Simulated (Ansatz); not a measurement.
Results of the Gaussian-basis code of Ansatz.

A structure relaxed at PBE0-D4/def2-TZVP, charge 0, multiplicity 1:

```xyz
11

C     0.984    0.227    1.410
C    -0.158    0.451    0.470
O    -0.978    1.416    0.949
N    -0.366   -0.140   -0.608
Al   -0.480   -1.077   -2.071
H     0.602   -0.068    2.390
H     1.646   -0.544    1.025
H     1.538    1.158    1.547
H    -1.691    1.515    0.305
H    -1.291   -2.435   -2.032
H     0.193   -0.504   -3.384
```

(1) Give its formula and SMILES.

(2) Point group (tolerance 0.08 Å, 0.16 Å for H)?

(3) Summarise the bond lengths by kind.

## Answers

(1) C2H6AlNO, `C/C(O)=[N]\[AlH2]`.

(2) Cs.

(3) 1 × C–C 1.496 Å; 3 × C–H 1.086 to 1.092 Å; 1 × C–O 1.354 Å; 1 × C–N 1.247 Å; 1 × H–O 0.966 Å; 1 × Al–N 1.740 Å; 2 × Al–H 1.583 Å.
